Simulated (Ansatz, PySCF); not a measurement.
GeF2ClBr, SMILES [F][Ge]([F])([Cl])[Br]. Atoms are numbered in the order given.

```xyz
5

F      1.3286    -0.7401    -1.3645
Ge     0.3343    -0.4493     0.0000
F      1.3286    -0.7401     1.3645
Cl    -1.2515    -1.8426     0.0000
Br    -0.3622     1.6914     0.0000
```
Charge 0, spin multiplicity 1.

Geometry: PBE0-D3(BJ)/def2-SVP. This is a generated structure with no PubChem entry under its InChIKey; it may be hypothetical.

Two levels are set side by side: PBE-D3(BJ)/def2-SVP (Ansatz, a first-principles code) and PBE0-D3(BJ)/def2-SVP (Ansatz). Each level has its own optimised geometry; the coordinates shown are those of the second. Frequencies come from the Hessian of PySCF at each geometry. Differences are taken from unrounded values.

```json
[
 {"quantity": "mean bond length (Å)", "PBE0-D3(BJ)": "1.947", "PBE-D3(BJ)": "1.970", "PBE-D3(BJ) minus PBE0-D3(BJ)": "0.023"},
 {"quantity": "bond F1–Ge2 (Å)", "PBE0-D3(BJ)": "1.713", "PBE-D3(BJ)": "1.735", "PBE-D3(BJ) minus PBE0-D3(BJ)": "0.021"},
 {"quantity": "bond Ge2–F3 (Å)", "PBE0-D3(BJ)": "1.713", "PBE-D3(BJ)": "1.735", "PBE-D3(BJ) minus PBE0-D3(BJ)": "0.021"},
 {"quantity": "bond Ge2–Cl4 (Å)", "PBE0-D3(BJ)": "2.111", "PBE-D3(BJ)": "2.134", "PBE-D3(BJ) minus PBE0-D3(BJ)": "0.023"},
 {"quantity": "bond Ge2–Br5 (Å)", "PBE0-D3(BJ)": "2.251", "PBE-D3(BJ)": "2.276", "PBE-D3(BJ) minus PBE0-D3(BJ)": "0.025"},
 {"quantity": "highest harmonic wavenumber (cm⁻¹)", "PBE0-D3(BJ)": "772", "PBE-D3(BJ)": "733", "PBE-D3(BJ) minus PBE0-D3(BJ)": "-39"},
 {"quantity": "mean harmonic wavenumber (cm⁻¹)", "PBE0-D3(BJ)": "359", "PBE-D3(BJ)": "341", "PBE-D3(BJ) minus PBE0-D3(BJ)": "-19"},
 {"quantity": "zero-point energy (kcal/mol)", "PBE0-D3(BJ)": "4.63", "PBE-D3(BJ)": "4.39", "PBE-D3(BJ) minus PBE0-D3(BJ)": "-0.24"}
]
```

Exact exchange shortens and stiffens bonds; PBE has none. Differences between two approximate levels are no errors against the true value.
